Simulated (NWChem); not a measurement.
System: BiF$_{2}$ cation; SMILES [F][Bi+][F]

The following NWChem deck was run.

```
start job
memory heap 200 mb stack 900 mb global 1100 mb
charge 1
geometry units angstroms noautoz
  Bi     0.000000     0.000000     0.194916
  F     -1.467612     0.000000    -1.125731
  F      1.467612     0.000000    -1.125731
end
basis spherical
  Bi library def2-svp
  F library def2-svp
end
ecp
  Bi library def2-ecp
end
dft
  xc m06-l
  iterations 150
  mulliken
end
task dft energy
```

Geometry: optimised at PBE0/def2-SVP. def2 effective core potentials on Bi; no spin-orbit coupling.

Problem. Predict the main results of this run. (M06-L/def2-SVP with def2 effective core potentials on Bi.) Quantities: energy (Ha); highest occupied level (eV); orbital gap (eV).

Solution. The energy (Ha) is -413.99 and the highest occupied level (eV) is -15.45. The orbital gap (eV) comes out as 4.29.
